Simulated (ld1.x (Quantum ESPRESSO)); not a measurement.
## Building the PAW potential for holmium (Ho) (LDA (PZ), non-relativistic).

* Element: Ho
* Generator: ld1.x (Quantum ESPRESSO) 7.5
* Type: PAW
* Functional: LDA (PZ)
* Relativity: non-relativistic
* Frozen core: [Kr] 4d10 4f10
* Valence charge: 11
* Reference configuration: 5s2 5p6 5d1 6s2 6p0
* Partial waves: 5s (bound): rcut 2.10, rcutus 2.25 bohr; 6s (bound): rcut 2.10, rcutus 2.25 bohr; 5p (bound): rcut 2.20, rcutus 2.35 bohr; 6p (bound, empty): rcut 2.20, rcutus 2.35 bohr; 5d (bound): rcut 2.55, rcutus 3.05 bohr; 5d channel at 0.8 Ry: rcut 2.55, rcutus 3.05 bohr
* Local potential: all-electron potential smoothed inside 3.00 bohr (lloc = -1)
* Core correction: Bessel-smoothed model core, default radius (core density twice the valence density)
* Augmentation charge: BESSEL, radius 2.05 bohr

All-electron outer shells of the reference configuration (LDA (PZ), non-relativistic, ld1.x):

```json
{"shell": "4d", "level (eV)": "-168.72", "outermost node (bohr)": "0.25", "outermost maximum (bohr)": "0.53"}
{"shell": "5s", "level (eV)": "-46.83", "outermost node (bohr)": "0.66", "outermost maximum (bohr)": "1.22"}
{"shell": "5p", "level (eV)": "-28.20", "outermost node (bohr)": "0.68", "outermost maximum (bohr)": "1.33"}
{"shell": "4f", "level (eV)": "-14.46", "outermost node (bohr)": "–", "outermost maximum (bohr)": "0.51"}
{"shell": "6s", "level (eV)": "-4.05", "outermost node (bohr)": "1.63", "outermost maximum (bohr)": "3.47"}
{"shell": "5d", "level (eV)": "-3.20", "outermost node (bohr)": "0.74", "outermost maximum (bohr)": "1.86"}
{"shell": "6p", "level (eV)": "-1.51", "outermost node (bohr)": "1.89", "outermost maximum (bohr)": "4.52"}
```

Q: Does the generator finish with these settings?

A: Yes, a potential is produced and its reference levels are reproduced.

Q: Estimate the cutoffs (Ry, on a coarse ladder) from which the occupation-weighted sum of valence levels, in a spherical-Bessel basis at the reference potential, stays within 10 and 1 mRy of its value at 400 Ry.

A: 15 Ry and 25 Ry.

Q: What does a ghost test show?

A: No extra level below or beside the all-electron valence levels (s, p, d, f tested).

Q: Is the overlap operator S = 1 + Σ q|β⟩⟨β| positive definite (Bessel basis up to 400 Ry)?

A: Yes: its lowest eigenvalue is 0.12 (p channel).

Q: Tests: 5s2 5p6 5d1 6s1 6p0; 5s2 5p6 5d1 6s0 6p0; 5s2 5p6 5d0 6s0 6p0; 5s2 5p6 5d1.5 6s1.5 6p0; 5s2 5p5 5d1 6s2 6p0; 5s2 5p6 5d1 6s1.5 6p0; 5s2 5p6 5d1 6s0 6p2. Which has the largest error in its energy relative to the reference configuration, and how large is it?

A: 5s2 5p5 5d1 6s2 6p0, with -122 meV (all-electron minus pseudo) on +33.48 eV.
